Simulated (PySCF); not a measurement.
## Ne²⁺: excitation energy

Ne²⁺ [He] 2s2 2p4 (3P) → Ne²⁺ [He] 2s1 2p5 (3P), as a difference of total energies. Computed with PySCF 2.14 in aug-cc-pVTZ (5s4p3d2f, 46 functions), with the non-relativistic Hamiltonian (point nucleus). Correlated levels: valence: 1s2 frozen. The calculations carry no spin-orbit coupling.

| method | excitation energy (cm⁻¹) |
| --- | --- |
| UHF | 214100 |
| MP2 (valence) | 206150 |
| SCS-MP2 (valence) | 205390 |
| CCSD (valence) | 204510 |
| CCSD(T) (valence) | 204120 |
